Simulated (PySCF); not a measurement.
Ga(F)(Br)(OH) (BrFGaHO), SMILES [Br][Ga]([F])[OH]. Heavy atoms are numbered as in [Ga:1]([F:2])([Br:3])[OH:4]. Hydrogens are named by the atom that carries them.

Geometry: PBE0-D3(BJ)/def2-SVP. The structure was generated by enumeration; whether it is a known compound was not checked. Other conformers were not sampled.

Calculation: PBE/pcSseg-1 (PySCF).

GIAO shieldings, no solvent; atoms alike by connectivity are averaged. δ = σ(ref) − σ: ¹⁹F against CFCl3 (σ = 133.6 ppm); ¹⁷O against H2O (σ = 334.3 ppm); ¹H against TMS (σ = 31.49 ppm), references at their B3LYP-D3(BJ)/def2-TZVP geometries, non-relativistic (without spin–orbit terms, shifts of atoms bonded to Cl or Br come out too high).

Task: Estimate the chemical shifts. (Estimate from the structure and the level; the computed values follow.)

Result: 
```json
[
 {"nucleus": "¹⁹F", "atoms": "F2", "count": "1", "δ (ppm)": "-137.3"},
 {"nucleus": "¹⁷O", "atoms": "O4 (OH)", "count": "1", "δ (ppm)": "83.6"},
 {"nucleus": "¹H", "atoms": "H on O4", "count": "1", "δ (ppm)": "2.85"}
]
```
